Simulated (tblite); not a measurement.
C₅H₈NO₂ (doublet state).
Cartesian coordinates in Å at the GFN2-xTB level; atoms count from 1:
```xyz
16
C5H8NO2 angstrom
N      2.4316    0.2220    0.6689
C      1.1473    0.6542    0.6317
O      0.8509    1.8172    0.4751
C      0.1165   -0.4796    0.7458
C      0.0194   -1.1135   -0.5974
O     -1.0141   -0.6146   -1.3305
C     -1.7598    0.2834   -0.5233
C     -1.3027    0.0685    0.9235
H      3.1699    0.8819    0.4883
H      2.6640   -0.7512    0.7475
H      0.4210   -1.1737    1.5337
H      0.8384   -1.5097   -1.1693
H     -2.8230    0.0865   -0.6777
H     -1.5298    1.3028   -0.8533
H     -1.9304   -0.6662    1.4272
H     -1.3068    1.0010    1.4822
```

Computed values, GFN2-xTB/tblite, gas phase, harmonic and unscaled. Errors from tens to a few hundred cm⁻¹ against measured bands are possible. One conformer, not necessarily the lowest. Open shells enter through the occupations alone, without spin polarisation, and single modes of such species can be off by tens of per cent.

Harmonic wavenumbers (cm⁻¹): 64.2, 107.8, 153.4, 230.9, 274.0, 291.7, 384.4, 466.1, 531.6, 545.7, 648.9, 682.9, 756.1, 794.2, 879.2, 962.5, 990.1, 999.0, 1021.8, 1075.6, 1085.4, 1144.7, 1162.1, 1172.2, 1209.0, 1223.6, 1255.8, 1280.1, 1302.5, 1338.4, 1450.0, 1453.0, 1470.3, 1757.0, 2922.9, 2925.3, 2971.7, 3003.1, 3038.0, 3119.4, 3469.0, 3546.4.

A = 3862, B = 1702, C = 1492 MHz; mass 114.056 u (most abundant isotopes); point group C1, symmetry number 1; spin multiplicity 2.

Task: Zero-point energy?

Result: ½Σν̃ = 27580 cm⁻¹ = 78.86 kcal/mol.

Task: What is S at 298.15 K and 1 bar for an ideal gas of classical rigid rotors and harmonic oscillators?

Result: Translation 40.14, rotation 27.89, vibration 20.29, spin (R ln 2) 1.38: S = 89.7 cal/(mol K).

Task: And Cp and H(298.15 K) − H(0)?

Result: Cp = 31.95 cal/(mol K), of which vibrations give 24.00 (their classical limit is 42 R = 83.5); H(298.15 K) − H(0) = 5.74 kcal/mol without the zero-point energy, 3.37 from vibrations.

Task: How do the functions run with temperature in this model?

Result: 
```csv
T (K),S (cal/(mol K)),Cp (cal/(mol K)),H − H(0) (kcal/mol),G − H(0) (kcal/mol),ln q(vib)
100,65.8,15.3,1.11,-5.46,0.94
200,78.8,23.3,3.04,-12.72,2.68
300,89.9,32.1,5.80,-21.16,4.55
500,110.3,48.2,13.92,-41.21,8.49
800,136.5,63.1,30.85,-78.36,14.42
1000,151.3,69.4,44.14,-107.18,18.17
```

q(vib) and H(0) count from the zero-point level.

Task: What must be added to the electronic energy to get the Gibbs energy at 298.15 K and 1 bar?

Result: ZPE + [H(298.15 K) − H(0)] − T·S = 78.86 + 5.74 − 26.74 = 57.86 kcal/mol.

Hindered rotation and anharmonicity are outside this model. Other conformers, if any are populated, would add a mixing term that is left out. The structure is chiral; the term R ln 2 for an equal mix with its mirror image is left out.

Hardware: Arm Neoverse V1, one thread, no GPU, shared host. Cost: 0.44 s of wall time. The figure is for the frequency step alone.
